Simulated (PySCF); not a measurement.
Computed with PBE0-D3(BJ)/def2-TZVP in PySCF. Gas-phase values, no solvent. One relaxed conformer stands for a flexible species; it need not be the lowest. Excitations are Tamm–Dancoff values on a coarser integration grid. The basis has no diffuse functions, so Rydberg states are missing or too high.

Reference species (SMILES): `C=CN` (neutral, multiplicity 1).

```
Property               Result
-------------------  --------
HOMO                 -6.00 eV
T1 excitation (TDA)   4.09 eV
```

Changed species: `[H]/N=C/C`.

Q: What does the change do to the HOMO and T1 excitation (TDA)?

A: the HOMO drops by 1.58 eV, to -7.58 eV; the T1 excitation (TDA) increases by 0.49 eV, to 4.58 eV.
